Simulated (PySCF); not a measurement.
# Simulated absorption spectrum

Species: C6H11P.
SMILES: `C=CP(C)C(=C)C`

Computed with TDDFT PBE0/def2-SVPD, vertical, gas phase, core orbitals frozen in the response in PySCF 2.14.0, density-fitted response routines. One conformer (not necessarily the lowest) at the GFN2-xTB geometry, without solvent, vibrations or thermal averaging. Torsions of this conformer, `[CH2:1]=[CH:2][P:3]([CH3:4])[C:5](=[CH2:6])[CH3:7]`: C1–C2–P3–C4 -145°, C2–P3–C5–C6 122°.

Computed states:

```json
{"state": "S1", "E (eV)": "4.87", "f": "0.0083"}
{"state": "S2", "E (eV)": "5.73", "f": "0.086"}
{"state": "S3", "E (eV)": "6.22", "f": "0.028"}
{"state": "S4", "E (eV)": "6.39", "f": "0.295"}
{"state": "S5", "E (eV)": "6.50", "f": "0.014"}
{"state": "S6", "E (eV)": "6.73", "f": "0.117"}
{"state": "S7", "E (eV)": "6.86", "f": "0.062"}
{"state": "S8", "E (eV)": "7.16", "f": "0.024"}
```

Each state is given a Gaussian of 0.25 eV full width at half maximum, with ε(max) = 2.175×10⁸ f / Δν̃ (Δν̃ the width in cm⁻¹). The cross-section is σ = 3.8235×10⁻²¹ ε cm², given in Mb (10⁻¹⁸ cm²). The width is an assumption, not a result. The curve ends short of the highest state used, and states not computed would add to its high-energy end.

Question: What does the envelope look like, and where are its maxima?

Answer: 
```tsv
E (eV)	σ (Mb)
4.50	0.01
4.59	0.10
4.68	0.66
4.77	2.15
4.86	3.41
4.95	2.63
5.04	0.99
5.13	0.18
5.22	0.02
5.31	0.02
5.40	0.29
5.49	2.84
5.58	13.33
5.67	30.54
5.76	34.10
5.84	20.59
5.93	6.21
6.02	3.13
6.11	10.66
6.20	35.81
6.29	87.60
6.38	127.76
6.47	100.64
6.56	53.25
```

Maxima: 254 nm (4.87 eV), ε about 900, made up of S1 (100%); 216 nm (5.73 eV), ε about 9300, made up of S2 (100%); 194 nm (6.39 eV), ε about 34000, made up of S4 (95%) (ε in L mol⁻¹ cm⁻¹; maxima over ε = 5, shares over 10%).

Question: On this curve, what absorbance would a 10⁻⁵ mol/L sample give at 266 nm over a 1 cm path?

Answer: 266 nm is 4.661 eV, where ε is about 120 L mol⁻¹ cm⁻¹, so A = ε c l ≈ 0.0012 (Beer–Lambert, with the gas-phase spectrum and the assumed width).

Question: What would ε be at 6.39 eV, the highest of these maxima, with half the width (0.125 eV)?

Answer: About 63900 L mol⁻¹ cm⁻¹ against 33500, a factor of about 1.9; a lone state at its own centre would give exactly 2.

Question: Coming from long wavelengths, where does ε first pass 100 L mol⁻¹ cm⁻¹?

Answer: At about 267 nm (4.65 eV), 0.22 eV below S1.
